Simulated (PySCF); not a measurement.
# C₆ coefficients of unlike pairs at PBE0

Calculated with PySCF 2.14 from the dipole response of each species, C₆(A,B) = (3/π) ∫ α_A(iu) α_B(iu) du, in atomic units, from isotropic polarisabilities. For ions this is the dispersion term alone; charge-induced terms of lower order in 1/R come first.

| species | configuration | basis | relativity | α (bohr³) | C₆ (like pair) |
| --- | --- | --- | --- | --- | --- |
| I⁺ | [Kr] 4d10 5s2 5p4 (3P) | aug-cc-pwCVDZ-PP with ECP28MDF (6s5p4d1f) | core potential | 20.47 | 177.8 |
| C⁺ | [He] 2s2 2p1 (2P) | aug-cc-pVTZ (5s4p3d2f) | none | 6.091 | 14.65 |
| Ba | [Xe] 6s2 (1S) | x2c-TZVPPall with one added diffuse shell each of s, p, d type (12s8p7d2f1g) | spin-free X2C | 277.6 | 5512 |
| Li⁺ | 1s2 (1S) | aug-cc-pVQZ (6s5p4d3f2g) | none | 0.1922 | 0.06953 |

(1) Estimate C₆ for Ba with I⁺.

No spin-orbit coupling is included.

The other pairs:

```tsv
pair	C₆
Li⁺, I⁺	2.861
Li⁺, Ba	8.695
Li⁺, C⁺	0.8018
Ba, C⁺	216.7
C⁺, I⁺	50.99
```

## Answers

(1) The integral gives 741.0. The combination rule 2 C_A C_B / (C_A α_B/α_A + C_B α_A/α_B) gives 695.7 and the geometric mean 990.1.
